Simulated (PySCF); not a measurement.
# Which basis set comes closest?

Molecule: SMILES O=C(C)OC(C)C, C5H10O2.

Geometry:
```tsv
atom	x (Å)	y (Å)	z (Å)
C1	2.599	-0.006	0.009
C2	1.207	0.005	0.572
O3	0.929	-0.088	1.740
O4	0.297	0.134	-0.402
C5	-1.087	0.160	-0.017
C6	-1.814	0.935	-1.093
C7	-1.594	-1.258	0.159
H8	2.708	-0.844	-0.695
H9	3.325	-0.100	0.823
H10	2.780	0.919	-0.558
H11	-1.151	0.687	0.949
H12	-2.882	1.022	-0.845
H13	-1.724	0.428	-2.066
H14	-1.397	1.948	-1.192
H15	-2.660	-1.251	0.432
H16	-1.041	-1.767	0.960
H17	-1.479	-1.827	-0.776
```

Geometry PBE0-D3(BJ)/def2-SVP throughout; GIAO in PySCF, gas phase, one conformer, non-relativistic; equivalent atoms averaged; functional PBE0.

Reference values (measured; solution, not stated per compound (mostly CDCl3 or CCl4); Pretsch, Buehlmann, Badertscher, Structure Determination of Organic Compounds, 4th ed. (2009)): δ(C5) = 67.5 ppm, δ(C6/C7) = 21.9 ppm, δ(H11) = 4.99 ppm, δ(H12/H13/H14/H15/H16/H17) = 1.23 ppm. Computed shifts are taken against TMS, calculated as an isolated molecule at each level.

Question: How do the basis sets STO-3G, pcSseg-0, 6-31G, 6-31G*, cc-pVDZ, def2-SVP, pcSseg-1, 6-311+G(2d,p), aug-cc-pVDZ, def2-TZVP perform against the reference? Times are CPU seconds on shared hosts with different chips, so compare them loosely.

Answer: 
```csv
basis set,functions,C5,C6/C7,H11,H12/H13/H14/H15/H16/H17,mean abs. error C,mean abs. error H,core-s
STO-3G,45,57.2,20.8,3.17,1.07,5.7,0.99,3.9
pcSseg-0,83,66.9,24.8,4.78,1.36,1.7,0.17,12
6-31G,83,63.1,22.3,5.08,1.37,2.4,0.11,7.8
6-31G*,118,62.6,21.3,4.93,1.14,2.7,0.08,12
cc-pVDZ,148,65.4,22.4,4.74,1.07,1.3,0.20,27
def2-SVP,148,62.8,21.0,4.61,1.02,2.8,0.29,25
pcSseg-1,169,66.6,22.5,4.69,1.17,0.8,0.18,40
"6-311+G(2d,p)",249,66.3,21.4,4.97,1.09,0.9,0.08,32
aug-cc-pVDZ,251,65.5,20.9,5.04,1.18,1.5,0.05,60
def2-TZVP,277,67.9,22.1,4.95,1.09,0.3,0.09,70
```

For $^{13}$C the closest is def2-TZVP (0.3 ppm) and the furthest STO-3G (5.7 ppm).

For $^{1}$H the closest is aug-cc-pVDZ (0.05 ppm, with 6-31G* practically level) and the furthest STO-3G (0.99 ppm). Where a smaller basis beats a larger one, errors probably cancel. One molecule is a small sample, and vibrational and solvent effects are absent from the calculation.

A small basis that lands close on one nucleus may do so by chance; judge by the trend and by all nuclei.
